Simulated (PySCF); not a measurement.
Compound: C₅H₁₃FSi₂.
Atom-mapped SMILES: `[CH3:1][C@@H:2]1[CH2:3][Si@@H:4]([CH2:5][SiH3:6])[C@H:7]1[F:8]`

Cartesian coordinates in Å at the GFN2-xTB level; atoms count from 1:
```xyz
21
C5H13FSi2 angstrom
C     -3.0495    0.2593   -0.5539
C     -1.6423   -0.2723   -0.3456
C     -1.1893   -0.3338    1.1315
Si     0.5084    0.4425    0.7022
C      1.9786   -0.7305    0.5223
Si     3.4064   -0.0412   -0.5367
C     -0.5269    0.6236   -0.9164
F      0.0226    0.1142   -2.0853
H     -3.1460    1.2529   -0.1183
H     -3.2805    0.3233   -1.6156
H     -3.7778   -0.3970   -0.0809
H     -1.5543   -1.2586   -0.8073
H     -1.2186   -1.3360    1.5525
H     -1.8148    0.2982    1.7593
H      0.8281    1.7099    1.3680
H      1.6356   -1.6631    0.0739
H      2.3562   -0.9841    1.5121
H      2.9327    0.3293   -1.8650
H      4.4430   -1.0738   -0.6429
H      3.9614    1.1291    0.1505
H     -0.8820    1.6250   -1.1739
```

NICS = −σ at a ghost point: NICS(0) at the centroid of the ring atoms, NICS(1) 1 Å to either side along the normal of their mean plane, zz for the tensor component along that normal. Level: GIAO PBE0/pcSseg-1 (PySCF, non-relativistic, gas phase) on the GFN2-xTB geometry, one conformer.

Ring bond lengths (Å), with Mayer bond orders in brackets: C2–C3 1.546 (0.97), C3–Si4 1.915 (0.94), Si4–C7 1.930 (0.87), C7–C2 1.540 (0.95).

**Question.** Give the NICS values of each ring in ppm.

**Answer.** 
```
        ring                                              type  NICS(0)  NICS(1), two faces  NICS(1)zz, two faces  rms pucker (Å)  centre to ring atoms, mean (Å)
C2–C3–Si4–C7  4-membered ring with Si; formal bonds all single     -0.9          -3.0 / 0.0             1.4 / 6.3            0.08                            1.22
```

**Question.** What do they say, and how far can they be read as aromaticity?

**Answer.** 
- C2–C3–Si4–C7: mean NICS(1)zz 3.8 ppm, deshielded. C2, C3, Si4, C7 have four or more neighbours, and the NICS criterion for π rings isn't applied. The two faces differ by 4.9 ppm, so no symmetry operation interchanges them.

**Question.** What field does 11.7 T along the ring normal induce along that normal at the first NICS(1) probe listed for ring C2–C3–Si4–C7, 1 Å off the ring?

**Answer.** NICSzz × B0 = 1.4 ppm × 11.7 T = 16 μT, along the applied field.

**Question.** Give the inner angles of the rings and the Hirshfeld charges of the ring atoms.

**Answer.** 
- C2–C3–Si4–C7: C2 99.5° (-0.032 e), C3 91.7° (-0.168 e), Si4 75.6° (+0.361 e), C7 91.3° (-0.031 e); sum 358.1° against 360° for a flat convex ring.

**Question.** How shielded are the nuclei of the rings and their hydrogens (means over atoms taken as equivalent)?

**Answer.** 
```
atoms                  environment  σ isotropic (ppm)
   C2    four-membered-ring carbon              145.1
   C3  sp3 carbon bound to silicon              169.5
  Si4                  SiH silicon              365.6
   C7               sp3 C–F carbon               87.9
  H12             methine hydrogen              29.01
  H13           methylene hydrogen              30.21
  H14           methylene hydrogen              31.11
  H15                Si–H hydrogen              26.77
  H21             methine hydrogen              27.02
```
